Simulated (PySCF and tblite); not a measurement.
Values are calculated unless marked as measured or tabulated.
C8H7FO2, numbered as in [CH2:1]=[C:2]1[CH:3]=[C:4]([C:5](=[O:6])[O:7][CH3:8])[CH:9]=[C:10]1[F:11].

Geometries GFN2-xTB; weights from PBE0-D3(BJ)/pcSseg-1 energies and GFN2-xTB thermal corrections, with symmetry numbers and mirror pairs. Conformers within 2.5 kcal/mol (GFN2-xTB free energy) were kept, 4 at most. Run with PySCF (density fitting) and tblite.

Rotational constants are equilibrium values for the commonest isotopes; dipoles come from the energy level named.

Torsions listed: C3–C4–C5–O7, O6–C5–O7–C8. The 5-ring runs over atoms 2–3–4–9–10.

```csv
conformer,shape,symmetry,weight %
1,"5-ring flat; 0°, 0°",Cs,59.5
2,"5-ring flat; 180°, 0°",Cs,40.5
```

Sets of constants, in random order:

```tsv
set	A (MHz)	B (MHz)	C (MHz)	abs μa (D)	abs μb (D)	abs μc (D)
P	2772	607	499	0.05	3.44	0.00
Q	2664	618	503	0.63	0.20	0.00
```

Q: Match each set to its conformer.

A: P is conformer 1, Q is conformer 2.

The minima are those of GFN2-xTB; planar forms about aryl–S or allylic bonds may be saddles in DFT.


Conformer gaps in pcSseg-1 on xTB geometries can be 2 kcal/mol off for S=O, P=O and other polar bonds.